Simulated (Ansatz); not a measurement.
A structure drawn as `[NH2][GeH]1[O][SiH2]1`, with this starting geometry:

Cartesian coordinates in Å:
```
N 1.403 -0.800 0.755
Ge -0.288 -0.633 0.144
O -0.210 0.371 -1.342
Si -0.945 1.492 -0.365
H 2.026 -1.240 0.027
H 1.399 -1.538 1.582
H -1.088 -1.950 -0.198
H 0.068 2.539 -0.012
H -2.364 1.758 -0.590
```

Charge 0, multiplicity 1.

**Question.** Does it keep its bonds when Ansatz relaxes it at PBE-D4/def2-SVP and then PBE0-D4/def2-TZVP?

**Answer.** Yes, every drawn bond is still there and no new one forms.

**Question.** Give the relaxed structure. (Estimate.)

**Answer.** Computed: 
Z-matrix (Å, degrees):
```
Ge
O 1 1.897
Si 1 2.258 2 45.7
N 1 1.814 2 110.3 3 -118.9
H 1 1.535 2 108.0 3 124.1
H 3 1.487 1 122.1 2 -103.1
H 3 1.487 1 124.3 2 102.7
H 4 1.008 1 117.3 2 -132.5
H 4 1.007 1 118.7 2 88.5
```
All modes are real.

Atoms count as bonded under 1.1 times the sum of their covalent radii (H–H under 0.85 Å, pairs among N, O and F under 1.55 Å), and a drawn bond as lost past 1.3 times.
